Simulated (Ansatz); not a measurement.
Ideal-gas functions of SeSi, SMILES `[Si][Se]` at 800 K and 1 bar, from an Ansatz frequency run at PBE0-D4/def2-TZVP.

Molar mass 107.05 g/mol, point group C∞v (symmetry number 1), electronic degeneracy 1, moments of inertia 88.055 u Å². Harmonic wavenumbers (cm⁻¹, unscaled): 594.

Use S(trans) = R[1.5 ln M + 2.5 ln T − 1.1517]; rotational temperatures θ = 24.2544 K / I; S(rot) = R[ln(T/σθ) + 1]; for each mode x = 1.438777 ν̃/T, S = R[x/(eˣ − 1) − ln(1 − e⁻ˣ)] and H = RT x/(eˣ − 1); 1 cm⁻¹ = 0.0119627 kJ/mol; R = 8.31446 J/(mol·K).

Task: By hand: the entropy, in J/(mol·K).

Result: Translation 187.7. Rotation: θ = 0.2754 K, giving 74.6. Vibration, mode by mode: 8.15, in all 8.1. Electronic 0.0. Sum 270.4 J/(mol·K).

Task: By hand: H − E and G − E in kJ/mol, counted from the electronic energy.

Result: Zero-point energy ½ × 594 × 0.0119627 = 3.6; thermal vibration 3.7; translation, rotation and pV give 3.5 RT = 23.3. H − E = 30.6 kJ/mol, and G − E = 30.6 − 800 × 270.4/1000 = -185.7 kJ/mol.

Vibration gives 3 % of the entropy.
